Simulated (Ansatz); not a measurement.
**Energy profile**

The step: SiH₂BrCl ([Cl][SiH2][Br]) + NH₃ → SiNH₄Cl ([NH2][SiH2][Cl]) + HBr; bonds formed: Si1–N7, Br2–H6; bonds broken: Si1–Br2, H6–N7 (atoms numbered as in the saddle structure below).

Si1  (-0.679, 0.439, -0.448)
Br2  (1.665, -0.874, -1.678)
H3  (-1.220, -0.461, -1.468)
H4  (-1.810, 0.851, 0.433)
Cl5  (0.167, 2.217, -0.932)
H6  (1.098, -0.848, 0.288)
N7  (0.312, -0.422, 0.878)
H8  (-0.219, -1.137, 1.370)
H9  (0.685, 0.236, 1.558)
(Å)

Electronic energies by CCSD(T) at an estimated basis limit (MP2 extrapolated from triple and quadruple zeta, plus CCSD(T) − MP2 in triple zeta), on PBE0-D4/def2-TZVP structures; SiNH5BrCl, singlet; no counterpoise correction. Ansatz 0.2.0; basis: def2-TZVPP and def2-QZVPP; cores frozen in the correlated methods. Filled d shells of the heavier atoms are correlated. The def2 sets are not built for correlating such inner shells, so the correlated values are less sure here. Extrapolation: Hartree–Fock as exp(−7.88 √X), correlation as X^−2.97.

Give the profile in kJ/mol, counted from the separated reactants. (Judge from chemistry; the value comes from the calculation.)

The calculation gives:
| point | kJ/mol |
| --- | --- |
| separated: SiH2BrCl (linked as [Cl][SiH2][Br]; Si1, Br2, H3, H4, Cl5; singlet) + NH3 (H6, N7, H8, H9; singlet) | 0.0 |
| start structure | -20.5 |
| saddle | 51.9 |
| end structure | 21.0 |
| separated: SiNH4Cl (linked as [NH2][SiH2][Cl]; Si1, H3, H4, Cl5, N7, H8, H9; singlet) + HBr (Br2, H6; singlet) | 31.8 |

T1 diagnostic: at most 0.010.

The step is the kind of exchange with an N–H group that builds nitride films in atomic layer and chemical vapour deposition.

For scale, one of the runs: CCSD(T)/def2-TZVPP, 233 basis functions, launched by `ansatz run in.yaml --threads 8 --pin off --events-out ev --progress --plain --max-ram 19148MiB`. Time: 19 s of wall clock on 8 CPU threads of an Intel Xeon 6975P-C; the host was shared. Peak host memory: 4.4 GiB.
